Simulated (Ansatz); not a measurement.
A made-up structure of GaH$_{2}$SO (charge -1), closed shell:

O1  (-1.153, 0.624, -0.425)
Ga2  (0.505, 0.084, 0.187)
S3  (1.000, -1.958, 0.363)
H4  (-1.648, -0.178, -0.611)
H5  (1.681, -3.125, 0.519)
(Å)

It is relaxed with PBE-D4/def2-SVPD and then PBE0-D4/def2-TZVPD (Ansatz 0.2.0). Atoms count as bonded within 1.22 times the sum of their covalent radii (H–H: 0.88 Å). The end point is not checked to be a true minimum.

(1) Does its bonding change? (Judge from chemistry; the calculation decides.)

## Answers

(1) The calculation gives: No: no bond forms or breaks.

Where it ends: The first stage lowers the energy by 1.56 eV in 10 steps. It ends as GaH₂SO ([OH][Ga][SH]), total charge -1:
O1  (-1.026, 0.499, -0.381)
Ga2  (0.738, 0.140, 0.195)
S3  (0.468, -2.325, 0.166)
H4  (-1.523, -0.312, -0.517)
H5  (1.727, -2.555, 0.571)
(Å)

Labels in which every atom is bracketed show which atoms are joined, not bond orders.

For scale, one of the runs: PBE0-D4/def2-TZVPD relaxation, 158 basis functions, launched by `ansatz run in.yaml --threads 2 --pin off --events-out ev --progress --plain --max-ram 4352MiB`. The run took about 16 s on 2 CPU threads of an Intel Xeon 6975P-C (shared host).
